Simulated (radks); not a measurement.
Problem. The lutetium ion Lu3+, [Xe] 4f14. All-electron calculation, non-relativistic Kohn-Sham, PBE, spin-polarised, spherical densities, point nucleus. Program: a radial shooting solver on a logarithmic mesh with Libxc functionals. Every spin shell is full or empty, so the densities are truly spherical. Functionals are evaluated on that one density, not self-consistently. Rank these exchange functionals by their error against the exact value of the orbitals, and give that value: LDA, B88, PBE, revPBE, PW91, OPTX, SOGGA, B86b, G96, APBE, Tao-Mo, MVS.

Solution. Exact: -281.977 hartree. From best to worst, with 100 (|E| - |E exact|)/|E exact| (equal figures are ties): revPBE -0.04, PBE -0.14, MVS +0.22, B86b +0.23, PW91 +0.26, B88 +0.29, APBE +0.49, Tao-Mo -0.63, G96 +0.67, SOGGA -1.69, OPTX +1.97, LDA -3.83.
